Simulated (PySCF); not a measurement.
Peak assignment

Numbering as in the mapped SMILES `[N:1]#[C:2][c:3]1[cH:4][cH:5][c:6]([Cl:7])[cH:8][cH:9]1`. Each H is labelled by its parent atom.

Method: geometry from PBE0-D3(BJ)/def2-TZVP, GIAO B97-2/pcSseg-2 shieldings, in PySCF 2.14.0 with density-fitted response routines (equivalent nuclei averaged, in vacuum, non-relativistic, single conformer).

δ = σ(ref) − σ, references computed at the same level: $^{13}$C, $^{1}$H vs TMS.

(1) Assign these signals to the numbered atoms. $^{13}$C{$^{1}$H} NMR (computed): δ 152.5, 141.3, 136.3, 124.6, 117.6.

(2) Assign these signals to the numbered atoms. $^{1}$H NMR (600 MHz, computed): δ 7.81 (d, 2H), 7.64 (d, 2H).

Answers

(1) 
```tsv
δ (ppm)	atoms	environment	reason
152.5	C6	aromatic carbon bearing chlorine	–
141.3	C4/C9	aromatic CH	–
136.3	C5/C8	aromatic CH	the aromatic region
124.6	C2	nitrile carbon	typical of a nitrile
117.6	C3	substituted aromatic carbon	–
```

(2) 
7.81 → H(C4)/H(C9), hydrogen on an aromatic CH: it sits in the deshielding region of the aromatic ring current
7.64 → H(C5)/H(C8), hydrogen on an aromatic CH

Carbons that carry Cl, above all several Cl atoms, come out too deshielded, partly because spin–orbit coupling is missing. Shifts are as computed. Against solution values, carbons near 30 ppm lie about +3 ppm off and those near 130 ppm about +7 ppm; carbons on Cl a further +5 ppm. Of 1211 compounds with measured shifts, 218 miss one by over three times the rms of a fit or turn the order of signals round; such compounds aren't used in these exercises. No couplings were computed; multiplicities are counted from neighbouring protons, with m where these are inequivalent, close in shift, in a saturated or five-membered ring or joined by F or P, and br s for small geminal =CH2 splittings.
